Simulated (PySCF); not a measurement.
Species: C3H7NOSi.
Atom-mapped SMILES: `[CH2:1]=[CH:2][SiH2:3][C:4]([NH2:5])=[O:6]` (hydrogens: H7, H8 on C1; H9 on C2; H10, H11 on Si3; H12, H13 on N5)

Computed with PySCF at CAM-B3LYP/def2-SVPD, non-relativistic, on one gas-phase PBE0-D3(BJ)/def2-SVP geometry that isn't relaxed in the solvent. The solvent is an IEF-PCM continuum (cavity from Bondi-type radii × 1.2). Only the electrostatic response of the medium enters.

Gas phase at CAM-B3LYP/def2-SVPD: HOMO -8.35 eV, LUMO 0.17 eV, dipole 4.51 D.

Task: What does the continuum do to the energy, the frontier levels and the dipole at CAM-B3LYP/def2-SVPD in tetrahydrofuran and dichloromethane?

Result: 
| solvent | ε | E(solvent) − E(gas) (kcal/mol) | polarisation term (kcal/mol) | distortion of the solute (kcal/mol) | HOMO (eV) | LUMO (eV) | dipole (D) |
| --- | --- | --- | --- | --- | --- | --- | --- |
| tetrahydrofuran | 7.426 | -7.45 | -8.92 | 1.47 | -8.49 | 0.45 | 5.79 |
| dichloromethane | 8.93 | -7.75 | -9.36 | 1.61 | -8.50 | 0.46 | 5.85 |

The polarisation term is half the interaction of the solute with the surface charges that it induces; the rest is the cost of distorting the solute's density. The sum is the electrostatic part of solvation alone. From tetrahydrofuran to dichloromethane the lowering changes by a factor 1.04, Onsager's factor (ε − 1)/(2ε + 1) by 1.04 and ε itself by 1.2.

Task: Which radius a makes the point-dipole formula ΔE = −[(ε − 1)/(2ε + 1)]·μ²/a³ give the value in dichloromethane, with the gas-phase dipole?

Result: μ = 1.774 au and |ΔE| = 0.01236 Eh give a = 2.51 Å; the farthest nucleus lies 3.19 Å from the centroid of the nuclei, so such a sphere wouldn't even hold the nuclei. The formula assumes a rigid point dipole at the centre of a sphere.

Task: How does the static polarisability (CAM-B3LYP/def2-SVPD, frozen core, with the continuum's full static response) change?

Result: 
| medium | isotropic (au) | principal values (au) | ⟨r²⟩ of the electrons (bohr²) |
| --- | --- | --- | --- |
| gas | 76.7 | 61.8, 72.8, 95.5 | 863.7 |
| tetrahydrofuran | 97.6 | 80.3, 92.0, 120.6 | 864.1 |
| dichloromethane | 98.6 | 81.3, 92.9, 121.7 | 864.1 |

The isotropic value in dichloromethane is 1.29 times the gas-phase one; no cavity-field correction is applied. ⟨r²⟩ is taken about the centre of nuclear charge.

The values belong to the conformer `[CH2:1]=[CH:2][SiH2:3][C:4]([NH2:5])=[O:6]`: C1–C2–Si3–C4 -102°, C2–Si3–C4–N5 13°, H–N5–C4–Si3 0°, H–N5–C4–Si3 178°.
